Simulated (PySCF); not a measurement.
## Ga: excitation energy

Ga [Ar] 3d10 4s2 4p1 (2P) → Ga [Ar] 3d10 4s1 4p1 5s1 (4P), as a difference of total energies. All numbers are calculated (PySCF 2.14, a scalar-relativistic core potential, in aug-cc-pVQZ-PP with ECP10MDF (7s6p5d3f2g, 89 functions)). Correlated levels: valence: 3s2 3p6 3d10 frozen. The calculations carry no spin-orbit coupling.

```
           method  excitation energy (eV)
              UHF                   7.255
    MP2 (valence)                   8.074
SCS-MP2 (valence)                   8.320
   CCSD (valence)                   8.289
CCSD(T) (valence)                   8.312
```

Q: How much does correlation contribute at CCSD(T) (valence)?

A: 8.312 − (7.255) = 1.057 eV, measured against UHF.

The upper state lies above the first ionisation limit, but in LS coupling its spin forbids autoionisation to the ground ion. A Rydberg-like electron needs more diffuse functions than a valence basis has.

The promoted electron is Rydberg-like, and one or two diffuse shells describe it only roughly, which tends to raise the upper state.
